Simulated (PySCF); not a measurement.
# Assignment exercise: C6H10OSi2

Geometry:
| atom | x (Å) | y (Å) | z (Å) |
| --- | --- | --- | --- |
| O1 | -2.672 | -2.698 | 0.835 |
| C2 | -1.926 | -1.813 | 0.522 |
| C3 | -0.953 | -0.949 | 1.188 |
| C4 | -0.606 | -0.335 | 0.026 |
| C5 | 0.283 | 0.724 | -0.351 |
| Si6 | -0.315 | 1.828 | -1.780 |
| C7 | 1.472 | 0.913 | 0.248 |
| Si8 | 2.288 | -0.170 | 1.560 |
| C9 | -1.590 | -1.123 | -0.822 |
| H10 | -0.654 | -0.826 | 2.212 |
| H11 | -0.348 | 1.028 | -3.006 |
| H12 | -1.656 | 2.326 | -1.468 |
| H13 | 0.629 | 2.938 | -1.913 |
| H14 | 2.057 | 1.761 | -0.089 |
| H15 | 1.820 | 0.240 | 2.888 |
| H16 | 1.989 | -1.581 | 1.319 |
| H17 | 3.731 | 0.067 | 1.464 |
| H18 | -2.407 | -0.550 | -1.260 |
| H19 | -1.153 | -1.770 | -1.581 |

PySCF 2.14.0 with density-fitted response routines calculation with structure optimised with GFN2-xTB and shieldings: GIAO PBE0/pcSseg-1; rapidly exchanging positions averaged, one computed conformer, isolated molecule, relativity neglected.

Scale: ¹³C (σ = 186.93 ppm) and ¹H (σ = 31.72 ppm) against TMS (reference shieldings calculated alike).

(1) Assign these signals to the numbered atoms. ¹³C{¹H} NMR (computed): δ 186.9 (C), 180.3 (C), 159.2 (C), 159.1 (CH), 140.9 (CH), 53.9 (CH2).

(2) Assign these signals to the numbered atoms. ¹H NMR (500 MHz, computed): δ 7.46 (q, 1H), 5.93 (s, 1H), 4.38 (s, 3H), 4.24 (d, 3H), 3.32 (s, 2H).

Answers

(1) 
| δ (ppm) | atoms | environment | reason |
| --- | --- | --- | --- |
| 186.9 | C2 | ketone carbonyl carbon | low-lying n→π* states of the double bond to the heteroatom give a large paramagnetic term (-259 ppm) |
| 180.3 | C4 | β carbon of a C=C–C=O unit | conjugation with the carbonyl draws π density from the β position |
| 159.2 | C5 | fully substituted alkene carbon | as expected for a trigonal carbon in a double bond |
| 159.1 | C7 | alkene CH | as expected for a trigonal carbon in a double bond |
| 140.9 | C3 | α carbon of a C=C–C=O unit | an sp2 carbon of a C=C bond |
| 53.9 | C9 | sp3 CH2 α to a carbonyl | the adjacent C=O deshields it moderately |

C5 and C7 lie closer than the usual error of such a calculation, so a measured spectrum could show them in the other order.

(2) 
| δ (ppm) | atoms | environment | reason |
| --- | --- | --- | --- |
| 7.46 | H14 | hydrogen on an alkene CH | attached to an sp2 carbon and in the plane of the double bond |
| 5.93 | H10 | hydrogen on an α carbon of a C=C–C=O unit | attached to an sp2 carbon and in the plane of the double bond |
| 4.38 | H11/H12/H13 | hydrogen on a silicon bonded to C | – |
| 4.24 | H15/H16/H17 | hydrogen on a silicon bonded to C | – |
| 3.32 | H18/H19 | hydrogen on an sp3 CH2 α to a carbonyl | – |

Shifts are as computed. Against solution values, carbons near 30 ppm lie about +3 ppm off and those near 130 ppm about +5 ppm. Of 1309 compounds with measured shifts, 239 miss one by over three times the rms of a fit or turn the order of signals round; such compounds aren't used in these exercises. Multiplicities follow the n + 1 count of equivalent neighbours, as no J values were calculated; m marks all less simple cases, F and P coupling included.
